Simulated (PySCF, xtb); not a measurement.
C₄H₇F, SMILES C[C@@H](C=C)F.

GFN2-xTB (xtb) at its own geometry gives an orbital gap of 5.44 eV and a dipole moment of 2.25 D.

Geometry: PBE-D3(BJ)/def2-SVP. The values are those of a single conformer.

What does ωB97X/def2-TZVP in PySCF give? (Estimate from the structure and the level; the computed values follow.)

gap 12.22 eV (levels -9.98 and 2.24 eV), dipole 1.81 D.
